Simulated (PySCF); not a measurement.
ClH6NSi3, SMILES Cl[SiH]1[SiH2]N[SiH2]1.

Coordinates come from a PBE0-D3(BJ)/def2-SVP optimisation. The structure was generated by enumeration, and PubChem lists no compound with its InChIKey, so it may never have been made.

These are PBE/def2-TZVP (PySCF) values and carry that method's errors.

The molecule is in vacuum.

total energy: -1386.47834 hartree
point group: Cs
highest occupied level: -6.20 eV
lowest empty level: -1.81 eV
orbital gap: 4.40 eV
dipole moment: 0.405 e·Å
quadrupole, principal values (traceless, Buckingham form, about the centre of nuclear charge): -3.72, -1.55, 5.26 D·Å
mean static polarisability: 103.1 bohr³ (15.28 Å³)
polarisability, principal values: 86.2, 109.9, 113.2 bohr³
